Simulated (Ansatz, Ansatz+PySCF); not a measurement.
```yaml
atoms:
  - { symbol: C, position_ang: [0.0000, 1.4000, 0.0000] }
  - { symbol: C, position_ang: [1.2124, 0.7000, 0.0000] }
  - { symbol: C, position_ang: [1.2124, -0.7000, 0.0000] }
  - { symbol: C, position_ang: [0.0000, -1.4000, 0.0000] }
  - { symbol: C, position_ang: [-1.2124, -0.7000, 0.0000] }
  - { symbol: C, position_ang: [-1.2124, 0.7000, 0.0000] }
  - { symbol: C, position_ang: [2.4249, 1.4000, 0.0000] }
  - { symbol: C, position_ang: [3.6373, 0.7000, 0.0000] }
  - { symbol: C, position_ang: [3.6373, -0.7000, 0.0000] }
  - { symbol: C, position_ang: [2.4249, -1.4000, 0.0000] }
  - { symbol: H, position_ang: [0.0000, 2.4850, 0.0000] }
  - { symbol: H, position_ang: [0.0000, -2.4850, 0.0000] }
  - { symbol: H, position_ang: [-2.1521, 1.2425, 0.0000] }
  - { symbol: H, position_ang: [2.4249, 2.4850, 0.0000] }
  - { symbol: H, position_ang: [4.5769, 1.2425, 0.0000] }
  - { symbol: H, position_ang: [4.5769, -1.2425, 0.0000] }
```

Basis set: def2-SVP (spherical functions). Charge 0, multiplicity 3.

Computed with Ansatz (development build ahead of 0.2.0); each method stands on the lowest determinant of its kind that the runs found. Restricted functionals stand beside restricted open-shell atoms, which can lie above the unrestricted atoms usual in DFT and then raise those values.

**Question.** Give the atomization energy at this shape (free ground-state atoms in the same class of orbitals less the molecule, no zero-point energy) of triplet C10H6 by ωB97X (restricted open-shell), PBE0 (unrestricted), PBE0 (restricted open-shell), UHF, ROHF.

**Answer.**

```json
{"method": "ωB97X (restricted open-shell)", "atomization energy": "1957.71 kcal/mol"}
{"method": "PBE0 (unrestricted)", "atomization energy": "1988.71 kcal/mol"}
{"method": "PBE0 (restricted open-shell)", "atomization energy": "1996.94 kcal/mol"}
{"method": "UHF", "atomization energy": "1461.03 kcal/mol"}
{"method": "ROHF", "atomization energy": "1471.32 kcal/mol"}
```

Caution: another spin multiplicity may lie lower. Caution for UHF: the unrestricted determinant is a mixture of spin states. Caution for ROHF: an unrestricted determinant lies well below.

The shape needn't be a minimum at these levels.
